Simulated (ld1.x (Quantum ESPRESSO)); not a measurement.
# Zr, TM: configuration errors across variants

zirconium (Zr), norm-conserving Troullier–Martins (Kleinman–Bylander form), made with ld1.x (Quantum ESPRESSO) 7.5 (PBEsol, fully relativistic). Core [Ar] 3d10 4s2, reference 4p6 4d2 5s2 5p0. Waves: 4p (bound): rc 1.45 bohr; 4d (bound): rc 2.90 bohr; 5s (bound): rc 2.40 bohr. Local part: the s channel. Core correction: Bessel-smoothed model core inside 1.10 bohr.

Open shells are filled in proportion to 2j + 1 (rel_dist='average').

All-electron excitation energies from the reference (eV): (1) 4p6 4d2 5s1 5p0 7.171; (2) 4p6 4d2 5s0 5p0 20.080; (3) 4p6 4d1 5s0 5p0 42.662; (4) 4p5 4d2 5s2 5p0 37.998; (5) 4p6 4d2 5s1 5p1 3.071; (6) 4p6 4d3 5s1 5p0 1.209; (7) 4p6 4d1 5s2 5p1 3.019.

Tests that are not counted but printed errors over 1 eV. “wave 5s (bound): rc 2.40 bohr becomes 5s (bound): rc 2.00 bohr”: 4p5 4d2 5s2 5p0 (solver errors, printed error -63.9 eV); 4p6 4d1 5s2 5p1 (solver errors, printed error -27.4 eV).

1 further variants failed, have other tests or too few solved ones, and are left out.

A true bound ghost makes a file unfit for plane-wave use even where its test errors are small: the radial tests pick states by their node count and pass the ghost by. Where a test does run into it, the solver fails or the error is huge.

Errors AE − PS in meV (a dash: test not solved or not reliable):

```csv
change,(1),(2),(3),(4),(5),(6),(7),bound ghosts
base,-0.3,-20,-48,-104,-440,-20,-585,none
wave 5s (bound): rc 2.40 bohr becomes 5s (bound): rc 2.00 bohr,+20,-44,-104,–,-309,-9.7,–,s (extra level of the local part)
wave 5s (bound): rc 2.40 bohr becomes 5s (bound): rc 2.34 bohr,+0.6,-18,-51,-36,-423,-17,-554,none
wave 5s (bound): rc 2.40 bohr becomes 5s (bound): rc 2.88 bohr,-3.6,-31,-25,-276,-494,-37,-683,none
wave 5s (bound): rc 2.40 bohr becomes 5s (bound): rc 3.46 bohr,-3.2,-33,-47,-249,-492,-32,-675,none
```

(1) Give the same row for: wave 5s (bound): rc 2.40 bohr becomes 5s (bound): rc 3.24 bohr.

Answers

(1) -3.5, -32, -30, -269, -494, -35, -681; bound ghosts: none.
